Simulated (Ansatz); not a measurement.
Ansatz (a program for electronic structure) input:

Ansatz 0.2 input:
```yaml
crystal:
  periodic: [false, false, false]
  atoms:
    - {symbol: V, position_ang: [0.03109478, -0.28629231, 0.32098959]}
    - {symbol: O, position_ang: [-0.02814155, -1.69519833, -0.40872760]}
    - {symbol: O, position_ang: [0.69115200, 1.26315759, -0.32339931]}
    - {symbol: O, position_ang: [-0.75240796, 1.25513114, -0.19071815]}
basis:
  gaussian:
    orbitals: def2-TZVP
hamiltonian:
  xc: b3lyp
  dispersion: d3bj
magnetization: {spin_polarized: true, initial_magnetization: 1}
phonons: {temperatures: {t_min: 298.15, t_max: 298.15, t_step: 100}}
```

Question: Predict the final energy.

Answer: -1169.75940 Eh (B3LYP-D3(BJ)/def2-TZVP). The basis has 138 functions.

The spin state was set by rule; other spins were not relaxed.
